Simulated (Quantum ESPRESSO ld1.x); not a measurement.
Task: These are the eigenvalues of the occupied orbitals of an atom or ion with whole-number occupations (hartree). Method: scalar-relativistic Kohn-Sham, relativistic LDA (MacDonald-Vosko exchange, VWN5 correlation), spin-unpolarised, spherical densities, point nucleus; computed with ld1.x of Quantum ESPRESSO 7.5.

| orbital | eigenvalue |
|---|---|
| 1s | -315.851 |
| 2s | -64.8526 |
| 2p | -61.2894 |

Which element is it, and in what charge state? The configuration may be excited.

Result: Z = 27, cobalt, charge +20: Co20+ in [He] 2s2 2p3. The list shows which subshells hold electrons but not how many an open one holds; the 1s level, -315.85 hartree, gives Z - s = 25.1 by -(Z - s)^2/2, which with screening and relativity narrows Z to a few neighbours, and the depths of the outer levels then fix element, charge and occupations together.
